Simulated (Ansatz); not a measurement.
Consider the atomization: `FC(I)O[SiH3]` → C• + F• + 4 H• + I• + O• + Si•.

Gas-phase electronic energies from Ansatz, PBE0-D4/def2-TZVP geometries. CCSD(T)/CBS adds triple-zeta CCSD(T) − MP2 to the extrapolated MP2 energy (def2 sets, frozen cores). This one scheme is used for every species, atoms too. DFT in def2-TZVPP. Open shells (•) are unrestricted, without spin–orbit coupling. Spin–orbit coupling would lower the free atoms: a little for C, F, O, Si; strongly for I. def2 core potentials past Kr. For I outer-core shells are correlated without core-valence functions, so the limit isn't a true one: a few kJ/mol of doubt a bond, and 10 to 20 or more in all where bonds break to atoms. One conformer a species, not always the lowest.

(1) What is ΔE at CCSD(T)/CBS? (Best estimate.)

(2) What do these levels give: LDA (SPW92), BHLYP-D4, r2SCAN0, HF/def2-TZVPP, MP2/def2-TZVPP, CCSD/CBS(def2)? (Best estimate.)

Largest T1 diagnostic among the species: 0.012.

Results:

(1) The calculation gave: +3002.4 kJ/mol.

(2) Ansatz gave: LDA (SPW92) 3495.7, BHLYP-D4 2866.0, r2SCAN0 2922.9, HF/def2-TZVPP 2077.0, MP2/def2-TZVPP 2981.5, CCSD/CBS(def2) 2945.1 kJ/mol.

At CCSD(T), def2-SVP lies −224.3 kJ/mol from the extrapolated value and def2-TZVPP −97.1 kJ/mol: correlation converges slowly with the basis, and small sets miss more of it in the bonded molecule than in its fragments. Leaving LDA and LC-ωPBE aside and taking each functional with its dispersion term where it has one, the values, not all of them listed here, spread over 188.0 kJ/mol, from BHLYP-D4 to PBE-D4. LDA lies +463.9 kJ/mol from PBE without D4, its usual overbinding.

For atomizations the MP2-based limit and the directly extrapolated one differ by several kJ/mol either way, and by 10 to 25 for some Ge, Se and Sn compounds, so smaller differences from it don't rank the levels.
